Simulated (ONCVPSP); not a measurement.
Os: excitation energies, all-electron against ONCV

osmium (Os), optimised norm-conserving Vanderbilt (ONCV), made with ONCVPSP 4.0.1 (PBE, scalar-relativistic). Core [Kr] 4d10, reference 4f14 5s2 5p6 5d6 6s2. Waves: 5s+6s: rc 1.55 bohr, ncon 4, nbas 7, qcut 6.1 1/bohr, 2 projectors; 5p: rc 1.30 bohr, ncon 3, nbas 6, qcut 6.8 1/bohr, 2 projectors, debl 3.8 Ha; 5d: rc 2.15 bohr, ncon 4, nbas 8, qcut 6.2 1/bohr, 1 projector; 4f: rc 0.80 bohr, ncon 3, nbas 7, qcut 23.5 1/bohr, 2 projectors, debl 1.5 Ha. Local part: polynomial inside 0.55 bohr (lpopt 5, dvloc0 1 Ha). Core correction: none.

In the f channel the program set the typed energies aside and used -1.910, 0.250 Ha.

Energies are relative to the spin-unpolarised reference configuration 4f14 5s2 5p6 5d6 6s2; without spin polarisation the order of configurations can differ from experiment.

```csv
valence configuration,charge,ΔE all-electron (eV),error AE − PS (meV)
4f14 5s2 5p6 5d6 6s1,+1,9.577,-4.5
4f14 5s2 5p6 5d6 6s0,+2,26.492,-16
```

Q: What are ΔE and the potential's error for 4f14 5s2 5p5 5d6 6s2?

A: ΔE = 56.917 eV all-electron; the error (AE − PS) is -101 meV.

Q: What are ΔE and the potential's error for 4f14 5s2 5p6 5d5 6s0?

A: ΔE = 55.339 eV all-electron; the error (AE − PS) is -24 meV.

Levels in the configuration 4f14 5s2 5p6 5d6 6s0:

| level | all-electron (eV) | pseudo (eV) |
| --- | --- | --- |
| 4f | -69.119 | -69.363 |
| 5s | -108.707 | -108.787 |
| 5p | -68.030 | -68.053 |
| 5d | -22.924 | -22.926 |

Note: ghosts flagged at negative energy: s at -933.2 eV, p at -339.3 eV, d at -72.9 eV; GHOST(+) flagged for s at 180.0 eV. A true bound ghost makes a file unfit for plane-wave use.
